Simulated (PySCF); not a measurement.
**Stationary points of [CrN2]-**

Method: PBE0 in PySCF with Cr def2-SVPD, N def2-SVPD; no relativity; density-fitted integrals.

Relaxations began from a few typed shapes; open shells are unrestricted. The search is not exhaustive: other isomers or separated fragments can lie lower, and high-lying points may rest on an excited occupation.

(1) Which is the lowest minimum found?
A. broken-symmetry Ms = 1/2 (⟨S²⟩ 2.19) C2v: Cr–N 1.643 Å (×2); N–Cr–N 156.3°
B. broken-symmetry Ms = 1/2 (⟨S²⟩ 2.62) C2v: Cr–N 1.937 Å (×2), N–N 1.197 Å; Cr–N–N 72.0° (×2), N–Cr–N 36.0°
C. broken-symmetry Ms = 1/2 (⟨S²⟩ 2.32) C2v: Cr–N 1.626 Å (×2); N–Cr–N 108.2°
D. broken-symmetry Ms = 1/2 (⟨S²⟩ 2.21) D∞h: Cr–N 1.646 Å (×2); N–Cr–N 180.0°

Results:

(1) B. The others lie at 113.4 (broken-symmetry Ms = 1/2 C2v), 146.8 (broken-symmetry Ms = 1/2 C2v), 148.4 (broken-symmetry Ms = 1/2 D∞h, a saddle point) kJ/mol above it.

For the lowest minimum: the determinant is spin-contaminated (⟨S²⟩ = 2.62, pure value 0.75). The spin densities have lower symmetry than the nuclear frame. The highest occupied level lies above zero, a sign of self-interaction error or too small a basis; response properties are unreliable. Other spin states or occupations of the open shell can lie lower. The lowest empty level of this anion is unbound, so it and the gap depend on the basis.
